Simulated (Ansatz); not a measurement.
An input meant for the cluster W₂F₄⁺ (charge 1, doublet).

```yaml
crystal:
  periodic: [false, false, false]
  atoms:
    - {symbol: W, position_ang: [0.577223, 0.881846, 0.301373]}
    - {symbol: W, position_ang: [-0.577158, -0.882804, -0.301483]}
    - {symbol: F, position_ang: [0.774447, 0.610898, 2.157857]}
    - {symbol: F, position_ang: [-0.774358, -0.610508, -2.157904]}
    - {symbol: F, position_ang: [1.710605, 1.140247, -1.184399]}
    - {symbol: F, position_ang: [-1.710758, -1.139668, 1.184556]}
basis:
  gaussian: {orbitals: def2-SVPD}
total_charge: 1
magnetization: {spin_polarized: true, initial_magnetization: 1}
hamiltonian: {xc: {name: PBE1PBE}}
scf: {lower_state_search: full}
output: {forces: true}
```

```sh
$ ansatz run in.yaml --threads 2 --pin off --events-out ev --progress --plain --max-ram 32768MiB --backend cpu
```

Shortened log:

```
Error: YAML parse error: error: line 14 column 19: hamiltonian.xc: no functional is named "PBE1PBE"; the names, which are not case-sensitive, are SVWN5, SPW92, PBE, PBE0, PBEsol, revPBE, revPBE0, RPBE, rPW86-PBE, HSE06, wPBEh, LC-wPBE, HISS, HF, BLYP, B3LYP, B3LYP5, BHLYP, CAM-B3LYP, r2SCAN, r2SCANh, r2SCAN0, r2SCAN50, m-r2SCAN, B97, wB97, wB97X, wB97X-V, B97M-V, wB97M-V, B2PLYP, B2GP-PLYP, PBE0-DH, PBE-QIDH
12 | total_charge: 1
13 | magnetization: {spin_polarized: true, initial_magnetization: 1}
14 | hamiltonian: {xc: {name: PBE1PBE}}
15 | scf: {lower_state_search: full}
16 | output: {forces: true}
```

In this input the method's name isn't one that the program takes here. The input was rejected before any iteration.
